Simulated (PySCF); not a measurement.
## Deuteron quadrupole couplings in `C/C=C(\C)C/C=N/C`

Compound: C7H13N.
Z-matrix (Å and degrees, GFN2-xTB geometry), rows numbered from 1:
```
C 
C   1  1.4942
C   2  1.3270  1  127.02
C   3  1.5004  2  125.00  1    -1.09
C   3  1.5127  2  120.93  1   179.44
C   5  1.4936  3  108.46  2   106.06
N   6  1.2542  5  121.19  3   101.29
C   7  1.4284  6  120.77  5  -177.57
H   1  1.0899  2  109.78  3  -122.90
H   1  1.0905  2  109.97  3   119.04
H   1  1.0851  2  112.17  3    -2.24
H   2  1.0834  1  114.12  3   179.22
H   4  1.0869  3  111.77  2   -35.64
H   4  1.0901  3  110.23  2    84.79
H   4  1.0875  3  109.62  2  -156.24
H   5  1.0907  3  109.61  2  -135.09
H   5  1.0911  3  110.34  2   -13.96
H   6  1.1019  5  115.74  3   -75.75
H   8  1.0909  7  108.23  6   119.88
H   8  1.0905  7  108.30  6  -123.66
H   8  1.0991  7  113.57  6    -1.75
```

Level: PBE0/pcSseg-1 (PySCF, non-relativistic); Q(2H) = 0.00286 b; rigid geometry, the same for H and D, with no vibrational averaging.

Problem. Rank these positions by the coupling χzz of a deuteron there, largest first.
A. H12 (vinylic hydrogen)
B. H17 (methylene hydrogen)
C. H14 (methyl hydrogen)
D. H18 (hydrogen on a C=N carbon)

Solution. A (217 kHz), C (210 kHz), B (205 kHz), D (191 kHz).

Problem. What are Vzz, η and χzz (234.96 MHz × Q × Vzz) at all hydrogens?

Solution. 
```csv
atom,bonded to,bond length (Å),Vzz (au),η,χzz (kHz)
H9,C1,1.090,0.3118,0.02,209
H10,C1,1.090,0.3110,0.02,209
H11,C1,1.085,0.3189,0.03,214
H12,C2,1.083,0.3232,0.08,217
H13,C4,1.087,0.3173,0.02,213
H14,C4,1.090,0.3129,0.01,210
H15,C4,1.088,0.3050,0.03,205
H16,C5,1.091,0.3034,0.02,204
H17,C5,1.091,0.3052,0.01,205
H18,C6,1.102,0.2838,0.06,191
H19,C8,1.091,0.3054,0.04,205
H20,C8,1.091,0.3060,0.04,206
H21,C8,1.099,0.2884,0.07,194
```

Problem. How does χzz go with the bond length over the 13 C–H bonds?

Solution. A straight-line fit has a slope of -14.1 kHz for each 0.01 Å, with a correlation coefficient of -0.95, over lengths from 1.083 to 1.102 Å. The longer bonds have the smaller couplings here.

Problem. Give the 2H NMR doublet splittings at H9 for a magnetic field along the z, y and x axes of the gradient: 3χ/2, 3χ(1 + η)/4, 3χ(1 − η)/4.

Solution. With |χ| = 209.5 kHz and η = 0.019: 314, 160 and 154 kHz, to first order and without motion.

One conformer (not necessarily the lowest) at the GFN2-xTB geometry, without solvent, vibrations or thermal averaging. GFN2-xTB bond lengths can be off by several hundredths of an ångström, more for odd bonds, and the gradients follow them. The basis is small and wasn't made for field gradients, so the couplings can be 20 % off.

The run behind these numbers computed NMR shieldings as well. Cost: about 2.1 min of CPU time on one thread (grids of density and orbitals included); the machine was shared, so the figure is rough.
